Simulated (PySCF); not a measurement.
Isomers of C4H9PSi2, one GFN2-xTB conformer each. Single-point energies are computed at PBE0/pcSseg-1 (PySCF, gas phase, no added dispersion term), electronic only.

Task: Rank them by PBE0/pcSseg-1 energy, lowest first (kJ/mol).
A. `[CH:1]#[C:2][C:3](=[CH2:4])[SiH2:5][PH:6][SiH3:7]` with C2–C3–Si5–P6 178°, C3–Si5–P6–Si7 -81°
B. `[CH2:1]=[C:2]1[SiH2:3][Si@@H:4]([PH2:5])[C:6]1=[CH2:7]` with Si3–Si4–P5–H 20° and -73°
C. `[CH2:1]=[CH:2][C:3]#[C:4][Si@H:5]([SiH3:6])[PH2:7]` with C4–Si5–P7–H 58° and -35°
D. `[CH:1]#[C:2][SiH2:3]/[CH:4]=[CH:5]\[SiH2:6][PH2:7]` with C2–Si3–C4–C5 66°, C4–C5–Si6–P7 -95°, C5–Si6–P7–H -41° and 52°
E. `[CH:1]#[C:2]/[C:3](=[CH:4]/[SiH3:5])[SiH2:6][PH2:7]` with C2–C3–Si6–P7 101°, C3–Si6–P7–H -73° and -166°

Result: B (0.0), C (48.7), A (71.8), D (80.5), E (112.9).

As drawn, the lowest has a four-membered ring and an Si–Si bond, which the highest lacks; the highest has a C≡C bond, which the lowest lacks. Neighbours under 10 kJ/mol apart (C#CC(=C)[SiH2]P[SiH3] and C#C[SiH2]/C=C\[SiH2]P) can change places with a better method, another conformer or zero-point energy. GFN2-xTB itself gives, in the same order: 12.1, 33.6, 0.0, 76.0, 31.1. GFN2-xTB puts C#CC(=C)[SiH2]P[SiH3] lowest instead; measured from each level's own lowest isomer, the values differ by up to 81.8 kJ/mol (C#C/C(=C/[SiH3])[SiH2]P: 31.1 against 112.9).

Task: Which frontier levels, dipoles and rotational constants go with these structures?

Result: 
```csv
SMILES,"HOMO (eV, PBE0/pcSseg-1)",LUMO (eV),dipole (D),"A, B, C (MHz)"
C=C1[SiH2][Si@@H](P)C1=C,-6.91,-1.82,0.91,"2318, 1006, 762.6"
C=CC#C[Si@H]([SiH3])P,-6.93,-1.38,1.80,"1758, 672.4, 531.6"
C#CC(=C)[SiH2]P[SiH3],-7.28,-1.24,0.75,"2869, 710.4, 667.7"
C#C[SiH2]/C=C\[SiH2]P,-7.18,-1.29,1.38,"1791, 977.0, 704.6"
C#C/C(=C/[SiH3])[SiH2]P,-7.25,-1.75,0.85,"1247, 1223, 708.1"
```
